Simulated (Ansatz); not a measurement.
Geometry optimisation, RHF/def2-SVP in Ansatz.

Input file:

```yaml
crystal:
  periodic: [false, false, false]
  atoms:
    - { symbol: Sn, position_ang: [0.40971, -0.235197, -0.505507] }
    - { symbol: O, position_ang: [-0.544073, -0.32208, 2.508757] }
    - { symbol: H, position_ang: [-0.975305, -0.834823, 3.178826] }
    - { symbol: H, position_ang: [1.4002, -0.28327, -1.906239] }
    - { symbol: H, position_ang: [-0.053106, 1.375866, -0.210305] }
    - { symbol: H, position_ang: [-0.943389, -1.244658, -0.752381] }
    - { symbol: H, position_ang: [1.347174, -0.854559, 0.812739] }
    - { symbol: H, position_ang: [0.325191, -0.728679, 2.372911] }
basis:
  gaussian: { orbitals: def2-SVP }
hamiltonian:
  xc: hf
relax:
  f_tol: 0.03
  max_steps: 50
```

Command:

```bash
$ ansatz run input.yaml --threads 1 --pin off --max-ram 2048MiB --backend cpu --events-out ev --progress --plain --runs-dir out
```

Question: Where does it end, and by what steps?

Answer: The forces met the threshold. The force dipped under the threshold on the way, but the program's further checks kept it going. After 9 steps the energy has fallen by 0.151 eV; H8 moved furthest, 0.78 Å.

```tsv
step	energy less start (eV)	largest force component (eV/Å)	accepted
0	0.0000	1.283	yes
1	-0.0786	0.368	yes
2	-0.1008	0.712	yes
3	-0.1273	0.199	yes
4	-0.1380	0.108	yes
5	-0.1470	0.018	yes
6	-0.0666	1.919	no
7	-0.1487	0.090	yes
8	-0.1490	0.225	yes
9	-0.1509	0.005	yes
```

```xyz
8
Properties=species:S:1:pos:R:3
Sn 0.501 -0.244 -0.556
O -0.522 -0.331 2.565
H -1.247 -0.916 2.724
H 1.072 -0.274 -2.178
H 0.110 1.366 -0.159
H -0.872 -1.257 -0.473
H 1.754 -0.844 0.440
H 0.172 -0.626 3.136
```

Whether the end is a true minimum wasn't checked by a vibrational analysis.

The run took 16 s on 1 thread of Arm Neoverse V1, on a shared host, peak memory 0.12 GiB.
